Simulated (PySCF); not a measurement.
**Two-component Hartree-Fock for Cs (caesium, neutral)**

Start: [Xe] 5d1; 5d5/2 filled at m_j = +5/2. Calculated with PySCF 2.14 in x2c-TZVPall-2c with one added diffuse shell each of s, p, d type (12s12p10d1f, 105 functions): generalised Hartree-Fock with the X2C-1e Hamiltonian and a Gaussian nucleus; spin-orbit coupling (SO) screened by Boettger's factors. This is a chosen level, not necessarily the ground level.

```csv
spinor shell,electrons,"ε, screened SO (eV)",weight of nominal j (screened SO),"rms radius, screened SO (bohr)"
1s1/2,2,-36156.2,1.000,0.0298
2s1/2,2,-5775.8,1.000,0.121
2p1/2,2,-5421.0,1.000,0.105
2p3/2,4,-5065.6,1.000,0.110
3s1/2,2,-1245.8,1.000,0.318
3p1/2,2,-1096.3,1.000,0.310
3p3/2,4,-1026.2,1.000,0.322
3d3/2,4,-765.96,1.000,0.294
3d5/2,6,-751.31,1.000,0.298
4s1/2,2,-254.39,1.000,0.738
4p1/2,2,-198.34,1.000,0.769
4p3/2,4,-183.93,1.000,0.796
4d3/2,4,-90.570,1.000,0.896
4d5/2,6,-88.127,1.000,0.907
5s1/2,2,-36.208,1.000,1.88
5p1/2,2,-20.406,0.999,2.16
5p3/2,4,-18.614,0.999,2.26
5d5/2,1,-1.775,1.000,8.56
```

```tsv
quantity	screened SO
E (hartree)	-7784.47435
M_J	5/2
⟨J²⟩	8.751
⟨L²⟩	6.036
⟨S²⟩	0.786
```

Breit and QED terms are absent; they matter most for the inner s and p1/2 levels.

Densities and radii are taken from the X2C orbitals without a picture-change correction, which distorts them close to the nucleus.
